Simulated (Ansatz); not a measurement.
System: trifluoro(methyl)germane, CH₃F₃Ge (charge 0, singlet). SMILES: [CH3][Ge]([F])([F])[F]
Coordinates optimised at B3LYP-D3(BJ)/def2-TZVP (Ansatz, a quantum-chemistry and plane-wave program):
```
Ge
F 1 1.7246
F 1 1.7246 2 105.44
F 1 1.7246 2 105.44 3 -111.27
C 1 1.9236 2 113.25 3 124.36
H 5 1.0882 1 109.06 2 60.00
H 5 1.0882 6 109.88 1 119.50
H 5 1.0882 6 109.88 7 121.00
```
Charge 0, spin multiplicity 1.

Parts of the frozen-core correlation energy in aug-cc-pVDZ (Ansatz, hartree). Frozen orbitals: 18; correlated occupied orbitals by spin: 16 and 16; virtual: 121 and 121. Spin-orbit coupling is left out. No relativistic terms.

```
term                             value
-------------------------  -----------
reference (HF)             -2413.44940
MP2 opposite-spin           (withheld)
MP2 same-spin               (withheld)
CCSD correlation            (withheld)
(T)                           -0.02330
T1 diagnostic                    0.014
largest doubles amplitude        0.023
```

Task: Fill in the missing entries.

Result: 
- MP2 opposite-spin, value: -0.63806
- MP2 same-spin, value: -0.23070
- CCSD correlation, value: -0.88905
